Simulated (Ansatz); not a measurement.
This geometry of C₂H₆LiN (10 atoms, charge 0, multiplicity 1) is a first-order saddle point.

Theory: RKS BHLYP-D4/def2-SVP in Ansatz.

```xyz
10
Properties=species:S:1:pos:R:3
Li -1.388 -1.240 -1.426
N -0.357 -0.301 -0.396
C 0.153 1.024 -0.637
C 0.088 -0.825 0.859
H -0.636 1.788 -0.756
H 0.788 1.390 0.185
H 0.781 1.099 -1.543
H -0.309 -1.838 1.031
H -0.226 -0.228 1.739
H 1.189 -0.919 0.947
```

Task: Which two structures does it join? (They come from a converged band through this point; their orientation in space is the band's.)

Result: No bond is made or broken. The dihedral C4–N2–C3–H5 goes from 180 to -60°. The two ends are copies of one structure, up to a mirror image or an exchange of like atoms.

First end point:

```xyz
10
Properties=species:S:1:pos:R:3
Li -1.780 -0.977 -1.195
N -0.469 -0.264 -0.319
C 0.116 1.007 -0.607
C 0.188 -0.861 0.800
H -0.370 1.491 -1.466
H 0.047 1.727 0.234
H 1.196 0.951 -0.853
H -0.241 -1.843 1.046
H 0.124 -0.254 1.726
H 1.273 -1.028 0.638
```

Last end point:

```xyz
10
Properties=species:S:1:pos:R:3
Li -1.311 -1.239 -1.520
N -0.342 -0.336 -0.405
C 0.165 0.979 -0.642
C 0.063 -0.791 0.887
H -0.192 1.730 0.092
H 1.272 1.039 -0.602
H -0.127 1.355 -1.633
H -0.307 -1.806 1.095
H -0.302 -0.152 1.716
H 1.164 -0.831 1.015
```

Task: How far does it lie above each of them?

Result: 0.185 eV above the first and 0.185 eV above the second. This is the barrier of this one path; another mechanism may lie lower.

Run time: 2.1 min on 1 thread of Arm Neoverse V2, on a shared host, peak memory 0.16 GiB.
